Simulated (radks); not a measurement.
Spherical quantum dot in the effective-mass picture: electrons in a parabolic well V = omega^2 r^2 / 2 with omega = 0.462, all in effective atomic units (hartree* = m*/eps^2 hartree, bohr* = eps/m* bohr), one dielectric constant everywhere. Method: non-relativistic Kohn-Sham, LDA (Slater exchange, Perdew-Wang correlation), spin-polarised, spherical densities; computed with a radial shooting solver with Libxc functionals. Levels are named by radial order and angular momentum (1s, 1p, 1d, 2s, ...), and open shells are averaged over m.

N = 36, configuration 1s2 1p6 1d10 2s2 1f14 2p(up 2, down 0). This is the lowest configuration that the search found. Occupied and some empty levels:

level,occupation,eigenvalue (hartree*),<r> (bohr*)
1s up,1,9.3079,3.146
1s down,1,9.3241,3.237
1p up,3,9.4383,3.874
1p down,3,9.4475,3.915
1d up,5,9.5906,4.345
1d down,5,9.5967,4.356
2s up,1,9.6344,3.598
2s down,1,9.6522,3.542
1f up,7,9.7646,4.689
1f down,7,9.7697,4.689
2p up,2,9.8435,3.937
2p down,0,9.8617,3.945
1g up,0,9.9594,4.966
1g down,0,9.9646,4.962
2d up,0,10.072,4.293
2d down,0,10.086,4.321
3s up,0,10.113,3.954
3s down,0,10.125,3.949

Energy (hartree*): total 214.102, kinetic 12.714, external 75.912, Hartree 136.06, exchange-correlation -10.582.
